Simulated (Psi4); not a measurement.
H4GeO4, charge +1, doublet, geometry from GFN2-xTB (a state made from the parent by changing its charge; the spin is typed, not shown lowest); BLYP/def2-SVPD run with Psi4.

The Psi4 input:
```
memory 2 GB

molecule mol {
1 2
O     0.346953    1.420819   -0.881426
Ge    0.000000   -0.000000    0.000000
O    -1.093529    0.426164    1.240401
O    -0.682914   -1.187048   -1.020078
O     1.429491   -0.659935    0.661104
H    -0.196396    1.799940   -1.584162
H    -0.861238    0.816577    2.092701
H    -1.235814   -1.927352   -0.738920
H     2.293447   -0.689166    0.230381
}

set {
  basis def2-svpd
  reference uks
}

energy('blyp')
print_variables()
```

### Question
Predict the main parts of the log of this Psi4 run.

### Answer

```
   => Loading Basis Set <=

    Name: DEF2-SVPD
    Role: ORBITAL
    Keyword: BASIS

         ---------------------------------------------------------
                                   SCF
               by Justin Turney, Rob Parrish, Andy Simmonett
                          and Daniel G. A. Smith
                              UKS Reference
         ---------------------------------------------------------

  ==> Geometry <==

    Molecular point group: c1
    Full point group: C1

    Geometry (in Angstrom), charge = 1, multiplicity = 2:

       Center              X                  Y                   Z               Mass
    ------------   -----------------  -----------------  -----------------  -----------------
         O            0.346952894407     1.420819007101    -0.881426112694    15.994914619570
         GE          -0.000000105593     0.000000007101    -0.000000112694    73.921177761000
         O           -1.093529105593     0.426164007101     1.240400887306    15.994914619570
         O           -0.682914105593    -1.187047992899    -1.020078112694    15.994914619570
         O            1.429490894407    -0.659934992899     0.661103887306    15.994914619570
         H           -0.196396105593     1.799940007101    -1.584162112694     1.007825032230
         H           -0.861238105593     0.816577007101     2.092700887306     1.007825032230
         H           -1.235814105593    -1.927351992899    -0.738920112694     1.007825032230
         H            2.293446894407    -0.689165992899     0.230380887306     1.007825032230

  Running in c1 symmetry.

  Rotational constants: A =      0.12389  B =      0.11883  C =      0.11883 [cm^-1]
  Rotational constants: A =   3714.10244  B =   3562.43455  C =   3562.43422 [MHz]
  Nuclear repulsion =  451.956856157054574

  Charge       = 1
  Multiplicity = 2
  Electrons    = 67
  Nalpha       = 34
  Nbeta        = 33

  ==> Algorithm <==

  SCF Algorithm Type is DF.
  DIIS enabled.
  MOM disabled.
  Fractional occupation disabled.
  Guess Type is SAD.
  Energy threshold   = 1.00e-06
  Density threshold  = 1.00e-06
  Integral threshold = 1.00e-12

  ==> Primary Basis <==

  Basis Set: DEF2-SVPD
    Blend: DEF2-SVPD
    Number of shells: 66
    Number of basis functions: 162
    Number of Cartesian functions: 174
    Spherical Harmonics?: true
    Max angular momentum: 2

  ==> DFT Potential <==

   => LibXC <=

    Version 7.1.2
    S. Lehtola, C. Steigemann, M. J. T. Oliveira, and M. A. L. Marques,  SoftwareX 7, 1–5 (2018) (10.1016/j.softx.2017.11.002)

   => Composite Functional: BLYP <=

    BLYP GGA Exchange-Correlation Functional

    P.J. Stephens et. al., J. Phys. Chem., 98, 11623-11627, 1994
    B. Miehlich et. al., Chem. Phys. Lett., 157(3), 200-206 1989

    Deriv               =              1
    GGA                 =           TRUE
    Meta                =          FALSE

    Exchange Hybrid     =          FALSE
    MP2 Hybrid          =          FALSE

   => Exchange Functionals <=

    1.0000     XC_GGA_X_B88

   => Correlation Functionals <=

    1.0000     XC_GGA_C_LYP

   => LibXC Density Thresholds  <==

    XC_GGA_C_LYP:  1.00E-14
    XC_GGA_X_B88:  1.00E-15

   => Molecular Quadrature <=

    Radial Scheme          =       TREUTLER
    Pruning Scheme         =           NONE
    Nuclear Scheme         =       TREUTLER

    Blocking Scheme        =         OCTREE
    BS radius alpha        =              1
    Pruning alpha          =              1
    Radial Points          =             75
    Spherical Points       =            302
    Total Points           =         195675
    Total Blocks           =           1508
    Max Points             =            256
    Max Functions          =            159
    Weights Tolerance      =       1.00E-15

   => Loading Basis Set <=

    Name: (DEF2-SVPD AUX)
    Role: JKFIT
    Keyword: DF_BASIS_SCF

  ==> Integral Setup <==

  SCF_SUBTYPE=INCORE selected. In-core MEM_DF algorithm will be used.
[...]
   @DF-UKS iter  70: -2379.52634140251439   -2.32465e-02   1.46368e-03 ADIIS/DIIS
   @DF-UKS iter  71: -2379.50129233602911    2.50491e-02   1.90187e-03 ADIIS/DIIS
   @DF-UKS iter  72: -2379.50179746190724   -5.05126e-04   1.89360e-03 ADIIS/DIIS
   @DF-UKS iter  73: -2379.50180733610159   -9.87419e-06   1.89340e-03 ADIIS/DIIS
   @DF-UKS iter  74: -2379.48991860955402    1.18887e-02   2.11459e-03 ADIIS/DIIS
   @DF-UKS iter  75: -2379.52447536573209   -3.45568e-02   1.48031e-03 ADIIS/DIIS
   @DF-UKS iter  76: -2379.51282425979207    1.16511e-02   1.68213e-03 ADIIS/DIIS
   @DF-UKS iter  77: -2379.51107239969951    1.75186e-03   1.71568e-03 ADIIS/DIIS
   @DF-UKS iter  78: -2379.52691281636407   -1.58404e-02   1.44941e-03 ADIIS/DIIS
   @DF-UKS iter  79: -2379.53699612761648   -1.00833e-02   1.25364e-03 ADIIS/DIIS
   @DF-UKS iter  80: -2379.52292298292059    1.40731e-02   1.53789e-03 ADIIS/DIIS
   @DF-UKS iter  81: -2379.51020349950477    1.27195e-02   1.73564e-03 ADIIS/DIIS
   @DF-UKS iter  82: -2379.50898059358678    1.22291e-03   1.75886e-03 ADIIS/DIIS
   @DF-UKS iter  83: -2379.50877174590369    2.08848e-04   1.76372e-03 ADIIS/DIIS
   @DF-UKS iter  84: -2379.50682926605077    1.94248e-03   1.79853e-03 ADIIS/DIIS
   @DF-UKS iter  85: -2379.55925201446325   -5.24227e-02   5.70023e-04 ADIIS/DIIS
   @DF-UKS iter  86: -2379.55681061185032    2.44140e-03   6.84968e-04 ADIIS/DIIS
   @DF-UKS iter  87: -2379.53860207757407    1.82085e-02   1.22233e-03 ADIIS/DIIS
   @DF-UKS iter  88: -2379.55531007623904   -1.67080e-02   7.39786e-04 ADIIS/DIIS
   @DF-UKS iter  89: -2379.55049138930326    4.81869e-03   9.09159e-04 ADIIS/DIIS
   @DF-UKS iter  90: -2379.56294322598205   -1.24518e-02   3.12404e-04 ADIIS/DIIS
   @DF-UKS iter  91: -2379.56288628626316    5.69397e-05   3.12289e-04 ADIIS/DIIS
   @DF-UKS iter  92: -2379.56306778815542   -1.81502e-04   2.94542e-04 ADIIS/DIIS
   @DF-UKS iter  93: -2379.56151758854821    1.55020e-03   4.24118e-04 ADIIS/DIIS
   @DF-UKS iter  94: -2379.56444031367118   -2.92273e-03   5.94500e-05 DIIS
   @DF-UKS iter  95: -2379.56439018878791    5.01249e-05   8.04959e-05 DIIS
   @DF-UKS iter  96: -2379.56439727924544   -7.09046e-06   7.79594e-05 DIIS
   @DF-UKS iter  97: -2379.56446924511511   -7.19659e-05   4.10111e-05 DIIS
   @DF-UKS iter  98: -2379.56449276887497   -2.35238e-05   1.57973e-05 DIIS
   @DF-UKS iter  99: -2379.56449686585165   -4.09698e-06   4.10329e-07 DIIS
   @DF-UKS iter 100: -2379.56449660120825    2.64643e-07   4.03353e-06 DIIS

PsiException: Could not converge SCF iterations in 100 iterations.

  Failed to converge.

Traceback (most recent call last):
  File "psi4", line 375, in <module>
  File "<string>", line 30, in <module>
  File "site-packages/psi4/driver/driver.py", line 533, in energy
  File "site-packages/psi4/driver/procrouting/proc.py", line 2760, in run_scf
  File "site-packages/psi4/driver/procrouting/proc.py", line 2047, in scf_helper
  File "site-packages/psi4/driver/procrouting/scf_proc/scf_iterator.py", line 93, in scf_compute_energy
  File "site-packages/psi4/driver/procrouting/scf_proc/scf_iterator.py", line 86, in scf_compute_energy
  File "site-packages/psi4/driver/procrouting/scf_proc/scf_iterator.py", line 609, in scf_iterate

psi4.driver.p4util.exceptions.SCFConvergenceError: Could not converge SCF iterations in 100 iterations.

Printing out the relevant lines from the Psithon --> Python processed input file:
    H     2.293447   -0.689166    0.230381
    ""","mol")
    core.IO.set_default_namespace("mol")
    core.set_global_option("BASIS", "def2-svpd")
    core.set_global_option("REFERENCE", "uks")
--> energy('blyp')
    print_variables()

!-------------------------------------------------------!
!                                                       !
!  Could not converge SCF iterations in 100 iterations. !
!                                                       !
!-------------------------------------------------------!
```

Convergence was not reached.
